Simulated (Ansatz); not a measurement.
Compare A (`CC[SiH](F)S`) with its isomer B (`FCSC[SiH3]`).

Calculated with Ansatz (gas phase, PBE0-D4/def2-TZVP geometries, no zero-point term in ΔE). CCSD(T)/CBS adds triple-zeta CCSD(T) − MP2 to the extrapolated MP2 energy (def2 sets, frozen cores). DFT in def2-TZVPP. B3LYP here is the variant with VWN-RPA as its local correlation; programs differ in this. Each species was taken in one conformer, which may not be the lowest.

(1) Which is lower in electronic energy at CCSD(T)/CBS, and by how much? (Estimate.)

(2) Give E(B) − E(A) in kJ/mol with r2SCAN-D4, B2PLYP, HF/def2-TZVPP, B3LYP, B3LYP-D4, MP2/def2-TZVPP, PBE-D4. (Best estimate.)

Largest T1 diagnostic: 0.012.

Results:

(1) Ansatz gave: A, by 342.0 kJ/mol.

(2) The calculation gave: r2SCAN-D4 337.0, B2PLYP 338.4, HF/def2-TZVPP 346.1, B3LYP 331.3, B3LYP-D4 329.9, MP2/def2-TZVPP 350.0, PBE-D4 318.1. None reverses the order clearly.

From PBE to PBE0 (25 % exact exchange), in def2-TZVPP and without D4, E(B) − E(A) moves by +11.6 kJ/mol.
